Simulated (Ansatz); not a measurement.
C$_{2}$H$_{7}$BGeO, SMILES `B[CH]1C[O][GeH2]1`. The species carries charge 0 and has multiplicity 1. Geometry: relaxed with PBE0-D4/def2-TZVP.

```xyz
12

B    -0.297    1.422    0.765
C     0.634    0.379    0.199
C     0.616   -0.062   -1.272
O    -0.182   -1.261   -1.304
Ge   -0.590   -1.214    0.443
H    -0.237    1.718    1.925
H    -1.176    1.878    0.087
H     1.552    0.147    0.741
H     0.157    0.696   -1.915
H     1.621   -0.279   -1.647
H    -0.007   -2.381    1.257
H    -2.093   -1.042    0.720
```

What is the dipole moment at PBE/def2-TZVPP? (Best estimate.)

Computed: 1.35 D, with components (0.66, -0.61, 1.01) D in this frame, pointing from negative to positive charge.

And with r2SCAN, B3LYP, ωB97M-V? (Best estimate.)

Computed: r2SCAN 1.37 D, B3LYP 1.41 D, ωB97M-V 1.45 D.

Give the Mulliken charges with PBE, B3LYP, ωB97M-V in def2-TZVPP. (Best estimate.)

Ansatz gave: 
| atom | PBE | B3LYP | ωB97M-V |
| --- | --- | --- | --- |
| B1 | -0.21 | -0.20 | -0.28 |
| C2 | -0.17 | -0.20 | -0.29 |
| C3 | 0.07 | 0.08 | 0.07 |
| O4 | -0.37 | -0.44 | -0.43 |
| Ge5 | 0.39 | 0.42 | 0.40 |
| H6 | 0.02 | 0.03 | 0.08 |
| H7 | 0.02 | 0.03 | 0.08 |
| H8 | 0.13 | 0.13 | 0.15 |
| H9 | 0.07 | 0.07 | 0.09 |
| H10 | 0.07 | 0.07 | 0.09 |
| H11 | -0.01 | 0.00 | 0.02 |
| H12 | 0.00 | 0.00 | 0.03 |

B3LYP here is the variant with VWN-RPA as its local correlation; programs differ in this.
